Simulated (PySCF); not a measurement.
TaN(OH)₂ (singlet). Level of theory: PySCF, B3LYP, basis Ta def2-SVP with ECP60, N def2-SVP, O def2-SVP, H def2-SVP (scalar-relativistic core potentials, no spin–orbit coupling, density fitting).

Harmonic bands of its minimum:

| ω (cm⁻¹) | IR (km/mol) |
| --- | --- |
| 159 | 3.0 |
| 243 | 15.5 |
| 278 | 14.6 |
| 540 | 24.4 |
| 547 | 197 |
| 651 | 310 |
| 674 | 135 |
| 706 | 1.6 |
| 711 | 19.2 |
| 1053 | 53.3 |
| 3856 | 208 |
| 3859 | 114 |

Problem. The central atom is Ta. Infer the point group and assign the bands.

Solution. Cs. The modes span 7a' + 5a'': 159 a', 243 a', 278 a'', 540 a'', 547 a', 651 a'', 674 a', 706 a'', 711 a', 1053 a', 3856 a'', 3859 a'. The computed geometry has O–H 0.966 Å (×2), Ta–N 1.711 Å, Ta–O 1.933 Å (×2); H–O–Ta 123.0° (×2), N–Ta–O 104.9° (×2), O–Ta–O 109.8°.

This need not be the most stable arrangement of these atoms. No spin–orbit coupling is included, which matters more the heavier the element.
